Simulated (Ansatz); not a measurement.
Cost and result up the ladder for the cluster Mg₄ (4 atoms). Total charge 0; singlet. Geometry: r2SCAN/def2-TZVP.

```xyz
4

Mg   -0.911   -1.101   -1.184
Mg    1.592    0.558   -0.774
Mg    0.366   -0.936    1.560
Mg   -1.047    1.480    0.398
```

Ansatz on 4 threads of Arm Neoverse N1 on a shared host. Times are rough, summed over both states, and most runs start from the orbitals of an earlier one. PBE-QIDH/def2-TZVP serves as the yardstick here, not as an exact answer. The other state is a quintet at its own geometry, which has other bonds, so the gap mixes isomer and spin.

LC-ωPBE has ω = 0.4 bohr⁻¹. Correlated methods freeze 4 core orbitals; core or outer-core shells of Mg are correlated, in sets that lack core-valence functions. The structure comes from a short search, and lower isomers may exist.

Run but left out: GFN1-xTB, GFN2-xTB (tight binding far off the other levels); HF/STO-3G (singlet: restricted singlet, unstable in another Hartree–Fock run and untested here); HF/def2-TZVP, HF/def2-TZVPP (singlet: restricted singlet, unstable towards broken spin symmetry); MP2/def2-TZVP, MP2/def2-TZVPP (quintet: ⟨S²⟩ 6.29, where a pure state has 6.00).

Correlated methods converge slowly with the basis.

```
                      level  functions  quintet − singlet (eV)  difference from PBE-QIDH/def2-TZVP (eV)
         PBE-QIDH/def2-TZVP        128                    2.63                                     0.00
           r2SCAN/def2-TZVP        128                    2.16                                    -0.47
           B97M-V/def2-TZVP        128                    2.54                                    -0.08
PBE/def2-TZVP (with forces)        128                    2.62                                    -0.01
          RPA@PBE/def2-TZVP        128                    2.74                                     0.12
          LC-ωPBE/def2-TZVP        128                    2.24                                    -0.39
             PBE0/def2-TZVP        128                    2.52                                    -0.10
           revPBE/def2-TZVP        128                    2.50                                    -0.13
```

Q: Estimate how long each takes.

A: revPBE/def2-TZVP 4.7 s; PBE/def2-TZVP (with forces) 5.2 s; RPA@PBE/def2-TZVP 8.7 s; PBE-QIDH/def2-TZVP 12 s; LC-ωPBE/def2-TZVP 12 s; r2SCAN/def2-TZVP 13 s; PBE0/def2-TZVP 17 s; B97M-V/def2-TZVP 21 s. On shared hardware such times vary by a factor of up to 3.
